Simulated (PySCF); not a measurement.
CH$_{4}$AlClO$_{2}$ (SMILES C[O][Al]([OH])[Cl]), singlet, geometry from GFN2-xTB (such geometries of metal compounds can be far from the true shape); SVWN5/6-31G, polarisability run with PySCF.

Here is a job for PySCF.
```python
from pyscf import gto, scf, dft
from pyscf.prop import polarizability

mol = gto.M(
    atom='''
Al    0.150632    0.332831    0.168855
Cl   -0.313371   -0.812963    1.775116
O     0.813790    1.832270    0.309803
H     1.162525    2.600880    0.734992
O    -0.181570   -0.339060   -1.299438
C    -0.304939   -0.541399   -2.676911
H     0.273120   -1.422291   -2.967428
H    -1.356200   -0.705511   -2.926792
H     0.061522    0.323209   -3.234311
''',
    basis='6-31g',
    charge=0,
    spin=0,
    verbose=4,
)

mf = dft.RKS(mol)
mf.xc = 'lda,vwn'
mf.kernel()
alpha = mf.Polarizability().polarizability()[2, 2]
print('alpha_zz =', alpha)
```

It wrote (shortened):

```
site-packages/pyscf/prop/efg/rhf.py:45: UserWarning: Module EFG is under testing
  warnings.warn('Module EFG is under testing')
site-packages/pyscf/prop/efg/dhf.py:30: UserWarning: Module EFG is under testing
  warnings.warn('Module EFG is under testing')
site-packages/pyscf/prop/zfs/uhf.py:40: UserWarning: Module ZFS is under testing
  warnings.warn('Module ZFS is under testing')
site-packages/pyscf/prop/gtensor/uhf.py:43: UserWarning: Module g-tensor is under testing
  warnings.warn('Module g-tensor is under testing')
site-packages/pyscf/prop/gtensor/uks.py:41: UserWarning: Module g-tensor is under testing
  warnings.warn('Module g-tensor is under testing')
site-packages/pyscf/prop/hfc/uks.py:35: UserWarning: Module HFC is under testing
  warnings.warn('Module HFC is under testing')
site-packages/pyscf/prop/magnetizability/rhf.py:39: UserWarning: Module magnetizability is under testing
  warnings.warn('Module magnetizability is under testing')
site-packages/pyscf/prop/magnetizability/uhf.py:37: UserWarning: Module magnetizability is under testing
  warnings.warn('Module magnetizability is under testing')
site-packages/pyscf/prop/magnetizability/rks.py:37: UserWarning: Module magnetizability is under testing
  warnings.warn('Module magnetizability is under testing')
site-packages/pyscf/prop/magnetizability/uks.py:39: UserWarning: Module magnetizability is under testing
  warnings.warn('Module magnetizability is under testing')
site-packages/pyscf/prop/polarizability/uhf.py:34: UserWarning: Module polarizability is under testing
  warnings.warn('Module polarizability is under testing')
site-packages/pyscf/prop/polarizability/rks.py:29: UserWarning: Module polarizability is under testing
  warnings.warn('Module polarizability is under testing')
site-packages/pyscf/prop/polarizability/uks.py:29: UserWarning: Module polarizability is under testing
  warnings.warn('Module polarizability is under testing')
PySCF version 2.14.0

[INPUT] verbose = 4
[INPUT] num. atoms = 9
[INPUT] num. electrons = 56
[INPUT] charge = 0
[INPUT] spin (= nelec alpha-beta = 2S) = 0
[INPUT] symmetry False subgroup None
[INPUT] Mole.unit = angstrom
[INPUT] Symbol           X                Y                Z      unit          X                Y                Z       unit  Magmom
[INPUT]  1 Al     0.150632000000   0.332831000000   0.168855000000 AA    0.284653225595   0.628959435765   0.319089704763 Bohr   0.0
[INPUT]  2 Cl    -0.313371000000  -0.812963000000   1.775116000000 AA   -0.592185365381  -1.536277419405   3.354483079333 Bohr   0.0
[INPUT]  3 O      0.813790000000   1.832270000000   0.309803000000 AA    1.537840222910   3.462488486257   0.585442822569 Bohr   0.0
[INPUT]  4 H      1.162525000000   2.600880000000   0.734992000000 AA    2.196853862960   4.914950882859   1.388933583746 Bohr   0.0
[INPUT]  5 O     -0.181570000000  -0.339060000000  -1.299438000000 AA   -0.343117572437  -0.640730539795  -2.455581935853 Bohr   0.0
[INPUT]  6 C     -0.304939000000  -0.541399000000  -2.676911000000 AA   -0.576251194699  -1.023095834113  -5.058628649836 Bohr   0.0
[INPUT]  7 H      0.273120000000  -1.422291000000  -2.967428000000 AA    0.516121999141  -2.687740459434  -5.607626214366 Bohr   0.0
[INPUT]  8 H     -1.356200000000  -0.705511000000  -2.926792000000 AA   -2.562846570135  -1.333222567868  -5.530835303568 Bohr   0.0
[INPUT]  9 H      0.061522000000   0.323209000000  -3.234311000000 AA    0.116259730635   0.610776490995  -6.111961991668 Bohr   0.0

nuclear repulsion = 273.685058466733
number of shells = 37
number of NR pGTOs = 174
number of NR cGTOs = 61
basis = 6-31g
ecp = {}

******** <class 'pyscf.dft.rks.RKS'> ********
method = RKS
initial guess = minao
damping factor = 0
level_shift factor = 0
DIIS = <class 'pyscf.scf.diis.CDIIS'>
diis_start_cycle = 1
diis_space = 8
diis_damp = 0
SCF conv_tol = 1e-09
SCF conv_tol_grad = None
SCF max_cycles = 50
direct_scf = True
direct_scf_tol = 1e-13
XC library pyscf.dft.libxc version 7.1.2
    S. Lehtola, C. Steigemann, M. J. T. Oliveira, and M. A. L. Marques,  SoftwareX 7, 1–5 (2018)
XC functionals = lda,vwn
    P. A. M. Dirac,  Math. Proc. Cambridge Philos. Soc. 26, 376 (1930)
    F. Bloch,  Z. Phys. 57, 545 (1929)
    S. H. Vosko, L. Wilk, and M. Nusair,  Can. J. Phys. 58, 1200 (1980)
radial grids:
    Treutler-Ahlrichs [JCP 102, 346 (1995); DOI:10.1063/1.469408] (M4) radial grids

becke partition: Becke, JCP 88, 2547 (1988); DOI:10.1063/1.454033
pruning grids: <function nwchem_prune>
grids dens level: 3
symmetrized grids: False
atomic radii adjust function: <function treutler_atomic_radii_adjust>
small_rho_cutoff = 0
Set gradient conv threshold to 3.16228e-05
Initial guess from minao.
tot grids = 119576
init E= -890.068124020064
  HOMO = -0.359511021026796  LUMO = -0.0953067173627129  gap/eV = 7.18937
cycle= 1 E= -889.331216763103  delta_E= 0.737  |g|= 1.18  |ddm|= 2.89
  HOMO = -0.0444148026571891  LUMO = 0.00109633618448934  gap/eV = 1.23842
cycle= 2 E= -888.004322097741  delta_E= 1.33  |g|= 2.71  |ddm|= 3.47
  HOMO = -0.236636210640925  LUMO = -0.051689097200402  gap/eV = 5.03267
cycle= 3 E= -889.591343830296  delta_E= -1.59  |g|= 0.283  |ddm|= 2.83
  HOMO = -0.232654369078468  LUMO = -0.0532670266258719  gap/eV = 4.88138
cycle= 4 E= -889.61030402295  delta_E= -0.019  |g|= 0.144  |ddm|= 0.567
  HOMO = -0.237637871755776  LUMO = -0.0538112713445951  gap/eV = 5.00218
cycle= 5 E= -889.615645235341  delta_E= -0.00534  |g|= 0.0549  |ddm|= 0.194
  HOMO = -0.234297362872485  LUMO = -0.0535233654261145  gap/eV = 4.91911
cycle= 6 E= -889.616270436308  delta_E= -0.000625  |g|= 0.0125  |ddm|= 0.0539
  HOMO = -0.235268969903103  LUMO = -0.0532123488216711  gap/eV = 4.95401
cycle= 7 E= -889.616307174231  delta_E= -3.67e-05  |g|= 0.00159  |ddm|= 0.0145
  HOMO = -0.235536326259907  LUMO = -0.0534344359507708  gap/eV = 4.95524
cycle= 8 E= -889.616307782252  delta_E= -6.08e-07  |g|= 0.000411  |ddm|= 0.00266
  HOMO = -0.23556060136656  LUMO = -0.0534222279139369  gap/eV = 4.95624
cycle= 9 E= -889.616307824574  delta_E= -4.23e-08  |g|= 0.000161  |ddm|= 0.000513
  HOMO = -0.235551051138423  LUMO = -0.0534147618489333  gap/eV = 4.95618
cycle= 10 E= -889.616307831387  delta_E= -6.81e-09  |g|= 2.81e-05  |ddm|= 0.000247
  HOMO = -0.235554260159084  LUMO = -0.0534185161933154  gap/eV = 4.95617
cycle= 11 E= -889.616307831734  delta_E= -3.47e-10  |g|= 2.51e-06  |ddm|= 6.8e-05
  HOMO = -0.235554618245934  LUMO = -0.0534181122418538  gap/eV = 4.95619
Extra cycle  E= -889.616307831724  delta_E= 1.02e-11  |g|= 5.19e-06  |ddm|= 8.45e-06
converged SCF energy = -889.616307831724
Isotropic polarizability 43.3910532298
Polarizability anisotropy 18.7906643451
alpha_zz = 54.369143951349
```
